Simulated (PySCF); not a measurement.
Computed shifts of a molecule C8H5FOS, PBE/pcSseg-1 in PySCF, GIAO, gas phase, equivalent atoms averaged, in ppm (number of nuclei): ¹⁹F: -150.3 (1). ¹³C: 163.1 (1), 152.4 (1), 145.7 (1), 126.0 (1), 124.2 (1), 122.1 (1), 117.6 (1), 111.2 (1). ¹H: 7.60 (1), 6.96 (1), 6.91 (1), 6.82 (1), 6.77 (1). References: ¹⁹F against CFCl3 (σ = 133.6 ppm); ¹³C against TMS (σ = 182.0 ppm); ³³S against H2S (σ = 706.5 ppm); ¹⁷O against H2O (σ = 334.3 ppm); ¹H against TMS (σ = 31.49 ppm), references at their B3LYP-D3(BJ)/def2-TZVP geometries, non-relativistic. Geometry: B3LYP-D3(BJ)/def2-SVP. The values are those of a single conformer.

Q: Which molecule gave these data?
(A) Oc1cc(F)c2sccc2c1
(B) Fc1ccsc1-c1ccco1
(C) Fc1coc2ccc(S)cc12
(D) Oc1ccc(F)c2ccsc12

A: B, Fc1ccsc1-c1ccco1
